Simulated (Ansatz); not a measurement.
One geometry of the cluster In₃⁺, several levels of theory.

```yaml
crystal:
  periodic: [false, false, false]
  atoms:
    - {symbol: In, position_ang: [-1.628301, -0.615959, 1.180649]}
    - {symbol: In, position_ang: [-0.185930, 0.069312, -2.094115]}
    - {symbol: In, position_ang: [1.814231, 0.546657, 0.913465]}
basis:
  gaussian: {orbitals: def2-SVP, initial_orbitals: start.molden}
total_charge: 1
hamiltonian: {xc: pbe0, dispersion: d4}
scf: {omitted_lower_state_checks: [starts]}
output: {orbitals: {seedname: orbitals}}
```

The file start.molden holds the orbitals of an earlier run on this structure, at another level or in another basis.

```sh
$ ansatz run in.yaml --threads 2 --pin off --events-out ev --progress --plain --max-ram 4352MiB
```

Output, abridged:

```
Functional definition: PBE0
1017 factors; integrals over basis functions are off by at most 6.4e-4 eV
mean field evaluation 1: about -15516.0509 eV, gradient 3.5e1 eV
mean field evaluation 2: about -15516.1649 eV, gradient 1.9e-1 eV
mean field evaluation 4: about -15516.1619 eV, gradient 4.8e-4 eV
mean field evaluation 8: about -15516.1619 eV, gradient 1.3e-5 eV
mean field -15516.16194461 eV, -570.2084342322 hartree, gradient 1.3e-5 eV, S^2 0.000000; 0 other end points of the search recorded, 0 dependent functions left out
reference -15516.16197297 eV, -570.2084352743 hartree; 31, 31 occupied and 47, 47 virtual orbitals, 1017 factors
Total energy: -15516.31834059 eV, -570.2141816783 hartree
Checks for a lower state left out: starts
```

It took 2.7 s on 2 threads of AMD EPYC 7R43 on a shared host.

As the first input, with `gaussian: {orbitals: def2-TZVP, initial_orbitals: start.molden}`, `hamiltonian: {xc: {name: wB97M-V}}` (abridged; 23 s):

```
Functional definition: wB97M-V
mean field -15511.99970702 eV, -570.0554748220 hartree, gradient 1.1e-5 eV, S^2 0.000000
Total energy: -15511.99976747 eV, -570.0554770434 hartree
Checks for a lower state left out: starts
```

As the first input, with `gaussian: {orbitals: def2-TZVP, initial_orbitals: start.molden}`, `hamiltonian: {xc: {name: B2PLYP}}` and without the key `output` (abridged; 11 s):

```
Functional definition: B2PLYP
mean field -15492.39633242 eV, -569.3350640929 hartree, gradient 9.7e-6 eV, S^2 0.000000; unrestricted orbitals would lower it
12 core orbitals not correlated: weight in the atoms' cores, before any rotation towards them, 1.000 or more for the frozen orbitals, at most 0.000 for the correlated occupied ones
second order -25.63715792 eV of doubles, -0.00000000 eV of singles
Total energy: -15499.31852100 eV, -569.5894498315 hartree
Checks for a lower state left out: starts
```

As the first input, with `gaussian: {orbitals: def2-TZVP, initial_orbitals: start.molden}`, `hamiltonian: {xc: {name: LC-wPBE, parameters: {omega: 0.2/bohr}}}` (abridged; 7.5 s):

```
Functional definition: LC-wPBE
mean field -15517.37947034 eV, -570.2531774775 hartree, gradient 4.5e-5 eV, S^2 0.000000
Total energy: -15517.37947037 eV, -570.2531774784 hartree
Checks for a lower state left out: starts
```

First input, but with `gaussian: {orbitals: def2-TZVP, initial_orbitals: start.molden}`, `hamiltonian: {xc: {name: CAM-B3LYP}, dispersion: d4}` (abridged; 8 s):

```
Functional definition: CAM-B3LYP
mean field -15514.46752423 eV, -570.1461654315 hartree, gradient 1.4e-5 eV, S^2 0.000000
Total energy: -15514.64168921 eV, -570.1525658767 hartree
Checks for a lower state left out: starts
```

The first input with `gaussian: {orbitals: def2-TZVP, initial_orbitals: start.molden}`, `hamiltonian: {xc: {name: r2SCAN0}, dispersion: d4}` (abridged; 12 s):

```
Functional definition: r2SCAN0
mean field -15519.13521842 eV, -570.3177000293 hartree, gradient 2.2e-5 eV, S^2 0.000000
Total energy: -15519.17771205 eV, -570.3192616412 hartree
Checks for a lower state left out: starts
```

Geometry: PBE-D4/def2-SVP.

In the def2 sets In takes a core potential; there is no spin–orbit coupling. Correlated methods freeze 12 core orbitals; core or outer-core shells of In are correlated, in sets that lack core-valence functions. The restricted singlet is unstable towards broken spin symmetry at other levels; at PBE0-D4/def2-SVP, ωB97M-V/def2-TZVP, LC-ωPBE (ω = 0.20 bohr⁻¹)/def2-TZVP, CAM-B3LYP-D4/def2-TZVP and others this wasn't settled. At B2PLYP/def2-TZVP the restricted singlet (for correlated methods, its reference) is unstable: a solution with broken spin symmetry lies lower. At PBE0-D4/def2-TZVP a triplet of charge 1 lies 0.20 eV below the restricted singlet, each at its own geometry. The structure comes from a short search, and lower isomers may exist.
